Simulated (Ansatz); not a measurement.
Computed with Ansatz on PBE0-D4/def2-TZVP structures; ΔE is electronic, products minus reactants. CBS: MP2 limit from def2 TZ/QZ plus the TZ coupled-cluster correction, frozen cores. This one scheme is used for every species. Functionals use def2-TZVPP. One conformer a species, not always the lowest.

Consider the redistribution: `[OH][Al]([OH])[OH]` + `C[O][Al]([F])[Cl]` → `C[O][Al]([OH])[OH]` + `[OH][Al]([F])[Cl]`.

`[OH][Al]([OH])[OH]`:

```xyz
7

O     0.651    0.983   -1.209
Al    0.000    0.000    0.000
O    -1.278    0.563    0.949
O     0.627   -1.546    0.260
H     0.323    1.863   -1.386
H    -1.672    0.037    1.643
H     1.350   -1.900   -0.256
```

`C[O][Al]([F])[Cl]`:

```xyz
8

C    -0.276   -0.862    0.941
O     0.637   -0.139    0.161
Al    0.544    0.980   -1.066
F     1.925    1.580   -1.702
Cl   -1.277    1.638   -1.816
H    -0.123   -0.629    1.998
H    -0.113   -1.934    0.800
H    -1.316   -0.634    0.684
```

`C[O][Al]([OH])[OH]`:

Cartesian coordinates in Å:
```
C 1.753 0.391 -0.351
O 0.630 0.320 0.481
Al -0.954 -0.190 0.270
O -2.054 -0.122 1.550
O -1.445 -0.773 -1.237
H 1.546 0.032 -1.366
H 2.567 -0.212 0.064
H 2.103 1.426 -0.421
H -1.811 0.202 2.416
H -2.335 -1.074 -1.406
```

`[OH][Al]([F])[Cl]`:

Z-matrix (Å, degrees):
```
Al
O 1 1.675
Cl 1 2.076 2 122.8
F 1 1.634 2 118.3 3 180.0
H 2 0.956 1 123.4 3 -0.0
```

```tsv
species	RPA@PBE/def2-TZVPP energy (Eh)
`[OH][Al]([OH])[OH]`	-469.72636
`C[O][Al]([F])[Cl]`	-917.04013
`C[O][Al]([OH])[OH]`	-509.03574
`[OH][Al]([F])[Cl]`	-877.73003
```

(1) Work out ΔE.

Largest T1 diagnostic among the species: 0.012.

Answers

(1) ΔE = (-509.03574) + (-877.73003) − (-469.72636) − (-917.04013) = 0.00072 Eh = +0.5 kcal/mol. CCSD(T)/CBS gives +0.6 kcal/mol.

Leaving LDA and LC-ωPBE aside and taking each functional with its dispersion term where it has one, the values, not all of them listed here, spread over 0.2 kcal/mol, from revPBE-D4 to BHLYP-D4.
